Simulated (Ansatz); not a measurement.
This geometry of ClH3OSn + H4Si (11 atoms, charge 0, multiplicity 1) is a first-order saddle point.

These are results of RKS PBE0/def2-SVP in Ansatz, not measurements.

```xyz
11
Properties=species:S:1:pos:R:3
Sn -0.074 0.031 -0.094
O -0.008 -0.155 2.039
H -0.851 -0.230 2.517
H 1.463 -0.155 -0.807
Cl -1.404 1.740 -1.035
H -1.095 -1.330 -0.284
Si 1.199 2.539 1.258
H 2.429 2.653 2.115
H 1.664 2.785 -0.149
H 0.286 3.674 1.617
H 0.438 0.970 1.918
```

Question: Which two structures does it join? (They come from a converged band through this point; their orientation in space is the band's.)

Answer: Bonds broken: Sn1–O2, Si7–H11. Bonds formed: Sn1–Si7, O2–H11. ClH3OSn + H4Si becomes ClH5SiSn + H2O.

Image 0:

```xyz
11
Properties=species:S:1:pos:R:3
Sn -0.440 -0.813 -0.276
O 0.080 -0.867 1.630
H -0.537 -0.396 2.202
H 0.941 -1.329 -1.119
Cl -0.865 1.446 -0.824
H -1.914 -1.637 -0.535
Si 1.352 3.221 1.599
H 2.246 3.905 2.583
H 2.037 3.169 0.274
H 0.078 3.990 1.485
H 1.070 1.835 2.077
```

Image 10:

```xyz
11
Properties=species:S:1:pos:R:3
Sn 0.012 0.497 -0.359
O 0.322 -0.167 2.348
H -0.312 0.197 2.977
H 1.194 -0.734 -0.457
Cl -0.279 1.154 -2.641
H -1.536 -0.084 0.075
Si 0.752 2.615 0.885
H 2.039 2.347 1.606
H 0.948 3.782 -0.024
H -0.275 2.971 1.915
H 1.182 -0.054 2.771
```

Question: How far does it lie above each of them?

Answer: 36.5 kcal/mol above the first and 47.9 kcal/mol above the second. This is the barrier of this one path; another mechanism may lie lower. The orbitals stay closed-shell, which can raise the energy where a bond breaks towards radicals; this wasn't checked here.

The run took 9.5 min on 2 threads of Arm Neoverse V1, on a shared host, peak memory 0.29 GiB.
